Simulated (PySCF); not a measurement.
SMILES C1=C\C=C/C(Br)=C\C=C/1, C₈H₇Br

Geometry:
```csv
atom,x (Å),y (Å),z (Å)
Br1,2.853,0.106,0.501
C2,1.179,0.251,-0.399
C3,0.516,1.415,-0.353
C4,-0.748,1.696,-1.042
C5,-1.896,1.009,-0.930
C6,-2.141,-0.181,-0.107
C7,-1.457,-1.336,-0.128
C8,-0.319,-1.663,-0.993
C9,0.822,-0.971,-1.129
H10,0.978,2.251,0.183
H11,-0.761,2.615,-1.641
H12,-2.777,1.412,-1.446
H13,-3.031,-0.133,0.533
H14,-1.830,-2.160,0.494
H15,-0.401,-2.607,-1.546
H16,1.607,-1.374,-1.779
```

The calculation used quadratic response CAM-B3LYP/aug-cc-pVDZ first hyperpolarisability, Taylor convention, gas phase in PySCF. Geometry: PBE0-D3(BJ)/def2-SVP.

The calculation is non-relativistic, which matters for the atoms heavier than Zn.

(1) Give the tensor of the static β(0;0,0) in the axes of these coordinates.

## Answers

(1) In au, Taylor convention; rows are the first index (the induced dipole):
```csv
,xx,yy,zz,xy,xz,yz
x,+18.1,+4.4,+7.0,-34.1,+10.2,-38.7
y,-34.1,-3.2,+3.9,+4.4,-38.7,+15.2
z,+10.2,+15.2,+33.1,-38.7,+7.0,+3.9
```
Norm of βᵢ = ⅓ Σⱼ (βᵢⱼⱼ + βⱼᵢⱼ + βⱼⱼᵢ): 73.5 au, hyper-Rayleigh value 43.1 au.
